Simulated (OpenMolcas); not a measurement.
Fe3+: ligand-field states by method

Fe3+ with 5 ligands (oxide) in square pyramidal coordination (C4v) at 1.86 Å, the axial distance 2.102 Å. A charge of +1.4 e stands 2.6 Å behind each ligand. Ligand basis ANO-RCC-VDZP.

| Item | Value |
| --- | --- |
| Program | OpenMolcas 26.06 |
| Basis | ANO-RCC-VDZP [5s4p2d1f] |
| Scalar Hamiltonian | DKH2, point nucleus |
| Active space | 5 electrons in 5 orbitals (3d) |
| State averaging | 2S+1 = 6 even, 1 root; 2S+1 = 4 even, 24 roots; 2S+1 = 2 even, 75 roots |
| Spin-orbit coupling | state interaction with AMFI integrals over the reference wave functions |

I. CASSCF
II. SS-CASPT2, IPEA 0.25 Eh, imaginary shift 0.1 Eh (closed shells correlated: 3s 3p and the ligand valence shells)

Spin-free states in cm-1, each column counted from its own energy of the first state listed:

```json
{"State": "2S+1 = 6", "Degeneracy": "1", "I": "0", "II": "0"}
{"State": "2S+1 = 4", "Degeneracy": "1", "I": "22055", "II": "13510"}
{"State": "2S+1 = 4", "Degeneracy": "2", "I": "23313", "II": "14010"}
{"State": "2S+1 = 4", "Degeneracy": "1", "I": "26482", "II": "16510"}
{"State": "2S+1 = 4", "Degeneracy": "2", "I": "33078", "II": "25030"}
{"State": "2S+1 = 4", "Degeneracy": "1", "I": "33090", "II": "25140"}
{"State": "2S+1 = 4", "Degeneracy": "1", "I": "33484", "II": "25600"}
{"State": "2S+1 = 4", "Degeneracy": "1", "I": "33866", "II": "25780"}
{"State": "2S+1 = 2", "Degeneracy": "1", "I": "35765", "II": "23220"}
{"State": "2S+1 = 2", "Degeneracy": "2", "I": "36281", "II": "23130"}
{"State": "2S+1 = 2", "Degeneracy": "1", "I": "37338", "II": "24020"}
{"State": "2S+1 = 4", "Degeneracy": "2", "I": "38092", "II": "28760"}
{"State": "2S+1 = 4", "Degeneracy": "1", "I": "38217", "II": "28410"}
{"State": "2S+1 = 2", "Degeneracy": "1", "I": "38878", "II": "24380"}
{"State": "2S+1 = 2", "Degeneracy": "1", "I": "39609", "II": "25490"}
{"State": "2S+1 = 2", "Degeneracy": "2", "I": "40323", "II": "25550"}
{"State": "2S+1 = 2", "Degeneracy": "1", "I": "40789", "II": "25560"}
{"State": "2S+1 = 4", "Degeneracy": "1", "I": "41406", "II": "31350"}
{"State": "2S+1 = 4", "Degeneracy": "1", "I": "41632", "II": "31160"}
{"State": "2S+1 = 2", "Degeneracy": "2", "I": "42714", "II": "27530"}
```

From I to II, I's first state of another spin (2S+1 = 4) moves from 22055 to 13510 cm-1, by about -8500 cm-1.

χT at 300 K: I 4.39, II 4.38 cm3 K/mol.

Over all roots computed the reference weight is 0.63 to 0.67 in II; a low but even weight reflects the number of correlated electrons. The oxide ions are held by bare point charges, a crude embedding. Ligand-to-metal charge-transfer states are missing. With no ligand orbital active B as a rule stays too high, so bands that hang on it stand too high and its fall with covalency is understated. Without dynamic correlation the repulsion within the d shell is too large (B by tens of per cent), so at a given field states of lower spin stand too high (holds for I). With metal d orbitals alone and no dynamic correlation the field as a rule comes out too small, by tens of per cent, by up to half for chloride and softer ligands (holds for I). This shell can be high or low spin here, a state of another spin lies low, and with metal d orbitals alone active their balance is uncertain, so the ground spin may be wrong (holds for II). The distance lies 5 % under the 1.96 Å that this model takes as the normal distance (a Shannon-type radius plus a fixed donor radius); by an R⁻⁵ law this alone changes a d-shell field by about +30 %. No measured value stands beside these numbers; the geometry was imposed, not optimised, and the real ion may take another.

A state without a sure symmetry label is named by its multiplicity alone.
